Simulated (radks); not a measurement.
Ionisation ladder of bismuth, from Bi XXIII to Bi XLIV. Each ion is in the ground configuration listed by NIST, and IE = E(next ion) - E(this ion). Calculated with a radial shooting solver on a logarithmic mesh with Libxc functionals: scalar-relativistic Kohn-Sham, exchange-only LDA, spin-polarised, spherical densities, point nucleus; open shells are filled with parallel spins first (spin-orbit coupling, left out, can overturn this in heavy ions).

species,configuration,E (hartree),"IE, Delta-SCF (eV)",-e(HOMO) (eV),HOMO,<r> HOMO (bohr),"IE, NIST (eV)",kind,error (eV)
Bi XXIII,[Kr] 4d10 4f13 5s2,-21318.7158,649.09,635.17,5s down,0.746,660,theory,-10.9
Bi XXIV,[Kr] 4d10 4f13 5s1,-21294.8623,681.76,667.62,5s up,0.740,690,theory,-8.2
Bi XXV,[Kr] 4d10 4f13,-21269.8081,777.50,752.67,4f down,0.412,750,theory,+27.5
Bi XXVI,[Kr] 4d10 4f12,-21241.2356,828.18,802.82,4f down,0.406,810,theory,+18.2
Bi XXVII,[Kr] 4d10 4f11,-21210.8005,879.95,854.07,4f down,0.400,870,theory,+10.0
Bi XXVIII,[Kr] 4d10 4f10,-21178.4629,932.78,906.39,4f down,0.395,930,theory,+2.8
Bi XXIX,[Kr] 4d10 4f9,-21144.1839,986.64,959.76,4f down,0.390,990,theory,-3.4
Bi XXX,[Kr] 4d10 4f8,-21107.9257,1041.5,1014.1,4f down,0.385,1060,theory,-18.5
Bi XXXI,[Kr] 4d10 4f7,-21069.6515,1111.5,1083.2,4f up,0.378,1120,theory,-8.5
Bi XXXII,[Kr] 4d10 4f6,-21028.8032,1169.4,1140.5,4f up,0.374,1180,theory,-10.6
Bi XXXIII,[Kr] 4d10 4f5,-20985.8300,1228.2,1198.9,4f up,0.369,1250,theory,-21.8
Bi XXXIV,[Kr] 4d10 4f4,-20940.6949,1288.0,1258.2,4f up,0.365,1310,theory,-22.0
Bi XXXV,[Kr] 4d10 4f3,-20893.3615,1348.8,1318.6,4f up,0.361,1380,theory,-31.2
Bi XXXVI,[Kr] 4d10 4f2,-20843.7941,1410.5,1379.9,4f up,0.357,1440,theory,-29.5
Bi XXXVII,[Kr] 4d10 4f1,-20791.9581,1473.2,1442.1,4f up,0.353,1500,theory,-26.8
Bi XXXVIII,[Kr] 4d10,-20737.8198,1794.0,1765.4,4d,0.373,1784,theory,+10.0
Bi XXXIX,[Kr] 4d9,-20671.8929,1853.7,1825.0,4d down,0.370,1840,theory,+13.7
Bi XL,[Kr] 4d8,-20603.7690,1913.9,1885.0,4d down,0.368,1902,theory,+11.9
Bi XLI,[Kr] 4d7,-20533.4328,1974.5,1945.4,4d down,0.365,1967,theory,+7.5
Bi XLII,[Kr] 4d6,-20460.8708,2035.4,2006.1,4d down,0.363,2029,theory,+6.4
Bi XLIII,[Kr] 4d5,-20386.0722,2112.5,2082.4,4d up,0.360,2090,theory,+22.5
Bi XLIV,[Kr] 4d4,-20308.4391,2175.5,2145.2,4d up,0.358,2190,theory,-14.5

Reference values: NIST Atomic Spectra Database (exp. = measured, semi-emp. = semi-empirical, theory = theoretical value adopted there). The ionisation energy per charge of the ion left behind rises most, in proportion, at Bi XXXVIII ([Kr] 4d10), from 39.816 to 47.210 eV. Open shells are spherical and high-spin; term and fine-structure splittings are not resolved. Spin-orbit splitting is averaged out at the scalar-relativistic level.
